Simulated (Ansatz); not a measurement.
GeBrH3 (GeH₃Br). The state is a singlet with charge 0. Geometry PBE-D4/def2-TZVP, basis def2-TZVP, Ansatz.

```xyz
5

Ge   -0.0018   -0.1882   -0.0396
Br    0.0199    2.0911    0.4399
H    -1.1330   -0.4285   -1.0605
H    -0.2649   -0.9306    1.2867
H     1.3797   -0.5438   -0.6265
```

```json
{"run": "A", "HOMO (eV)": "-8.47", "LUMO (eV)": "-0.57"}
{"run": "B", "HOMO (eV)": "-10.61", "LUMO (eV)": "1.35"}
{"run": "C", "HOMO (eV)": "-8.25", "LUMO (eV)": "-0.74"}
{"run": "D", "HOMO (eV)": "-7.77", "LUMO (eV)": "-1.03"}
{"run": "E", "HOMO (eV)": "-7.31", "LUMO (eV)": "-1.34"}
{"run": "F", "HOMO (eV)": "-6.97", "LUMO (eV)": "-1.63"}
```

Question: The runs used PBE, PBE0, r2SCAN, r2SCAN0, r2SCANh, ωB97X-V. Estimate which is which.

Answer: A r2SCAN0 (25 % exact exchange); B ωB97X-V (range-separated); C PBE0 (25 % exact exchange); D r2SCANh (10 % exact exchange); E r2SCAN (0 % exact exchange); F PBE (0 % exact exchange). Exact exchange lowers occupied and raises empty levels; among semilocal functionals meta-GGAs tend to open the gap a little, and such runs are hard to tell apart. The gap grows from 5.34 eV (PBE) to 11.96 eV (ωB97X-V).
